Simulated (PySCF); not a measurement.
**Where the electron goes**

Species: C3H5N3S.
Z-matrix (Å and degrees, GFN2-xTB geometry), rows numbered from 1:
```
C 
S   1  1.8145
C   2  1.7350  1   99.19
C   3  1.4113  2  128.00  1   179.95
N   4  1.3178  3  107.81  2  -179.96
N   5  1.3122  4  104.86  3    -0.00
N   6  1.3206  5  115.34  4    -0.00
H   1  1.0851  2  109.00  3   -60.25
H   1  1.0849  2  106.71  3  -180.00
H   1  1.0851  2  108.98  3    60.28
H   4  1.0680  3  129.37  2     0.03
H   6  1.0078  5  122.58  4   179.94
```

The calculation used TDDFT PBE0/def2-SVPD, vertical, gas phase, core orbitals frozen in the response (PySCF 2.14.0, density-fitted response routines).

Frontier orbitals with the atoms that hold most of them (Löwdin shares over 4%, at most four atoms; ? is withheld):

```csv
orbital,ε (eV),atoms
HOMO-3,-9.21,"C3 28%, S2 18%, N7 13%, N6 13%"
HOMO-2,-8.68,"N5 45%, N7 35%, C4 6%, N6 5%"
HOMO-1,-8.51,?
HOMO,-6.41,"S2 51%, C3 11%, N6 10%, N7 8%"
LUMO,-0.28,?
LUMO+1,0.35,"S2 56%, C1 16%, C3 6%, H9 6%"
LUMO+2,0.88,"S2 29%, H12 22%, N6 11%, C4 9%"
```

**Question.** Give the leading atoms of the LUMO.

**Answer.** N5 (bonded to C and N) 28%; N7 (bonded to C and N) 23%; N6 (bonded to 2 N and H) 20%; C4 (bonded to C, N and H) 12%. By element: nitrogen 71%, carbon 12% or more.

**Question.** Which atoms hold the HOMO-1, and with what shares?

**Answer.** C4 (bonded to C, N and H) 25%; N5 (bonded to C and N) 25%; N7 (bonded to C and N) 20%; N6 (bonded to 2 N and H) 16%. By element: nitrogen 61%, carbon 25% or more.

**Question.** How does S1 compare with the orbital gap of 6.12 eV?

**Answer.** S1 is at 5.28 eV (f = 0.069), 0.84 eV below the gap, made of HOMO→LUMO (97%). Without the coupling terms of the response equations the lowest excitation would equal the gap.

**Question.** One configuration dominates each of S1, S2 and S6. Which, and how do the shares of the two leading atoms of either orbital change from the occupied to the empty one?

**Answer.** 
- S1 (5.28 eV, f 0.069), HOMO→LUMO (97%): S2 51% → at most 12%, C3 11% → at most 12%, N5 at most 8% → 28%, N7 8% → 23%
- S2 (5.30 eV, f 0.0000), HOMO→LUMO+1 (94%): S2 51% → 56%, C3 11% → 6%, C1 at most 8% → 16%
- S6 (6.44 eV, f 0.0003), HOMO-2→LUMO (99%): N5 45% → 28%, N7 35% → 23%

One conformer stands for the species.
